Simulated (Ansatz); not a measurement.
Consider the substitution at a C–C bond: `C[CH2][Al]([OH])[SH]` + `NB(F)S` → `CSB(N)F` + `[CH3][Al]([OH])[SH]`.

Calculated with Ansatz (gas phase, PBE0-D4/def2-TZVP geometries, no zero-point term in ΔE). CCSD(T)/CBS is the MP2 limit (def2-TZVPP, def2-QZVPP) plus CCSD(T) − MP2 in def2-TZVPP, frozen cores. This one scheme is used for every species. Functionals use def2-TZVPP. B3LYP here is the variant with VWN-RPA as its local correlation; programs differ in this. Each species was taken in one conformer, which may not be the lowest.

| level | ΔE (kJ/mol) | difference from CCSD(T)/CBS |
| --- | --- | --- |
| PBE0-D4 | -7.7 | -0.2 |
| B3LYP-D4 | -8.1 | -0.6 |
| ωB97X-V | -7.7 | -0.2 |
| PBE | -9.4 | -1.9 |
| r2SCAN | -10.6 | -3.1 |
| B3LYP | -9.0 | -1.5 |
| HF/def2-TZVPP | -6.7 | 0.8 |
| MP2/def2-QZVPP | -8.2 | -0.7 |
| HF/CBS(def2) | -7.1 | 0.4 |
| CCSD/CBS(def2) | -6.6 | 0.9 |
| CCSD(T)/CBS | -7.5 | 0 |

Largest T1 diagnostic among the species: 0.012.
